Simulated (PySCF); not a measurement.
Molecule: CF3C(O)Cl, C$_{2}$ClF$_{3}$O.

Geometry:
```json
{"atom": "O1", "x (Å)": "1.331", "y (Å)": "1.266", "z (Å)": "-0.433"}
{"atom": "C2", "x (Å)": "0.863", "y (Å)": "0.270", "z (Å)": "-0.010"}
{"atom": "Cl3", "x (Å)": "1.780", "y (Å)": "-1.021", "z (Å)": "0.731"}
{"atom": "C4", "x (Å)": "-0.647", "y (Å)": "-0.062", "z (Å)": "-0.067"}
{"atom": "F5", "x (Å)": "-1.097", "y (Å)": "-0.385", "z (Å)": "1.137"}
{"atom": "F6", "x (Å)": "-0.843", "y (Å)": "-1.087", "z (Å)": "-0.886"}
{"atom": "F7", "x (Å)": "-1.314", "y (Å)": "0.985", "z (Å)": "-0.513"}
```

Geometry PBE0-D3(BJ)/def2-SVP throughout; GIAO in PySCF 2.14, gas phase, one conformer, non-relativistic; equivalent atoms averaged; functional PBE0.

A run gave: O1 -252.1, C2 16.8, C4 68.8, Cl3 514.4, F5/F6/F7 261.9 ppm (absolute shieldings σ).

Problem. Which basis set was used in that run?
A. 6-311+G(2d,p)
B. 6-31G
C. STO-3G
D. 6-31G*

Solution. A. C2 tells them apart best: 6-311+G(2d,p) gives 16.8, 6-31G* gives 32.3, STO-3G gives 119.9, 6-31G gives 33.2 ppm.
